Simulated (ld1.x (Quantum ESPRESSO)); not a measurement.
**boron (B): one change to a PAW potential, before and after**

boron (B), PAW, made with ld1.x (Quantum ESPRESSO) 7.5 (BLYP, scalar-relativistic). Core [He], reference 2s1 2p0 (charge +2). Waves: 2s (bound): rcut 0.95, rcutus 1.10 bohr; 2s channel at -0.1 Ry: rcut 0.95, rcutus 1.10 bohr; 2p (bound, empty): rcut 1.20, rcutus 1.65 bohr; 2p channel at -1.05 Ry: rcut 1.20, rcutus 1.65 bohr. Local part: all-electron potential smoothed inside 1.40 bohr (lloc = -1). Core correction: Bessel-smoothed model core, default radius (core density twice the valence density). Augmentation charge: GAUSS, radius 1.05 bohr.

Change: functional LDA (PZ).

Cutoffs: the cutoffs (Ry, on a coarse ladder) from which the occupation-weighted sum of valence levels, in a spherical-Bessel basis at the reference potential, stays within 10 and 1 mRy of its value at 400 Ry; they do not see the model core or the augmentation charge, which bear on the density cutoff. Errors are all-electron minus pseudo energies relative to the spin-unpolarised reference configuration.

Problem. What does the change do?

Solution. The potential gets neither clearly harder nor softer (21 Ry and 35 Ry → 21 Ry and 35 Ry); the number of tests with a reliable result goes from 7 to 9; of the 7 tests that both files solve, the error grows in 7 and shrinks in 0 by more than 15 % and 0.3 meV (median size 2.7 → 4.4 meV); neither file shows a bound ghost.

```csv
quantity,base,changed
"cutoff, loose",21 Ry,21 Ry
"cutoff, tight",35 Ry,35 Ry
bound ghosts,none,none
"error for 2s2 2p1, meV [ΔE -33.52 → -33.63 eV]",-3.6,-5.1
"error for 2s2 2p0, meV [ΔE -25.35 → -25.30 eV]",-2.5,-3.0
"error for 2s2 2p0.5, meV [ΔE -30.67 → -30.69 eV]",-3.4,-4.4
"error for 2s0 2p3, meV [ΔE -21.93 → -22.23 eV]",-2.2,-4.1
"error for 2s1 2p2, meV [ΔE -27.74 → -27.95 eV]",-2.7,-4.6
"error for 2s2 2p1.3, meV [ΔE -34.24 → -34.40 eV]",-3.5,-5.1
"error for 2s1 2p1, meV [ΔE -19.30 → -19.35 eV]",-1.8,-2.8
s: phases at 1.79 bohr within 0.05 rad from the reference energy up to (Ry; the scan ends near 5),4.4,3.7
p: phases at 1.79 bohr within 0.05 rad from the reference energy up to (Ry; the scan ends near 5),3.2,3.3
lowest overlap eigenvalue by channel,"s 0.60, p 0.97","s 0.61, p 0.97"
```
